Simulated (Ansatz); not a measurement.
A structure relaxed at PBE0-D4/def2-TZVP, charge 0, multiplicity 1:

```csv
atom,x (Å),y (Å),z (Å)
Si1,1.5412,0.7257,-1.5130
Si2,0.6649,-0.7012,0.1224
C3,-0.5293,0.0889,1.3494
C4,-1.7737,-0.3659,0.5639
S5,-1.1139,-1.7131,-0.5240
H6,2.0316,-0.0667,-2.6728
H7,0.4699,1.6477,-1.9792
H8,2.6707,1.5409,-0.9831
H9,1.7391,-1.5725,0.6789
H10,-0.4693,-0.4238,2.3117
H11,-0.4794,1.1639,1.5253
H12,-2.1714,0.4307,-0.0653
H13,-2.5806,-0.7547,1.1856
```

Problem. Give its formula and SMILES.

Solution. C2H8SSi2, `[SiH3][SiH]1CCS1`.

Problem. Point group (tolerance 0.08 Å, 0.16 Å for H)?

Solution. C1.

Problem. Summarise the bond lengths by kind.

Solution. 1 × Si–Si 2.341 Å; 4 × H–Si 1.488 to 1.491 Å; 1 × C–Si 1.886 Å; 1 × S–Si 2.146 Å; 1 × C–C 1.540 Å; 4 × C–H 1.090 to 1.092 Å; 1 × C–S 1.853 Å.

Computed with Ansatz.
